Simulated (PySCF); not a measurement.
**Core-level binding energies of `O[SiH]1N[SiH2]N1`**

H₆N₂OSi₂.
Numbering: `[OH:1][SiH:2]1[NH:3][SiH2:4][NH:5]1`

Level of theory: PySCF 2.14.0, delta-SCF UKS SCAN, pcX-2 on the ionised atom, pcseg-1 elsewhere, spin-free X2C. Each binding energy is the total energy of the core-ionised species, with the hole localised on one atom, minus that of the ground state; both are solved self-consistently, so orbital relaxation is included.

**Question.** What binding energy does each computed site have?

**Answer.** 
| atom(s) | bonded to | level | binding energy (eV) | 2p1/2 (eV) | above the level's lowest (eV) | count |
| --- | --- | --- | --- | --- | --- | --- |
| O1 | H and Si | O 1s | 538.49 | – | 0.00 | 1 |
| Si2 | O, 2 N and H | Si 2p3/2 | 107.28 | 107.91 | +0.22 | 1 |
| Si2 | O, 2 N and H | Si 1s | 1847.41 | – | +0.39 | 1 |
| N3/N5 | H and 2 Si | N 1s | 403.72 | – | 0.00 | 2 |
| Si4 | 2 N and 2 H | Si 2p3/2 | 107.06 | 107.68 | 0.00 | 1 |
| Si4 | 2 N and 2 H | Si 1s | 1847.02 | – | 0.00 | 1 |

The listed Si 1s values span 0.39 eV, from Si4 (bonded to 2 N and 2 H) to Si2 (bonded to O, 2 N and H).

The 2 Si 2p3/2 values lie within 0.22 eV of each other.

**Question.** What is the longest wavelength that can ionise N 1s of N3/N5 vertically?

**Answer.** λ = hc/E = 12398.42 eV Å / 403.72 eV = 30.710 Å.

The first atom of each set that the bonding makes equivalent was ionised and stands for the set. Spin–orbit coupling isn't in the SCF: each 2p doublet comes from a relaxed spin-free hole plus a matrix of the shell (mean-field spin–orbit coupling and the ground-state 2p splitting), with 2p3/2 averaged over its two sublevels. 2p1/2 minus 2p3/2 (ligand field included): Si 0.63 eV. One conformer (not necessarily the lowest) at the GFN2-xTB geometry, without solvent, vibrations or thermal averaging.

Shape of the structure used: `[OH:1][SiH:2]1[NH:3][SiH2:4][NH:5]1`: H–O1–Si2–N3 48°.
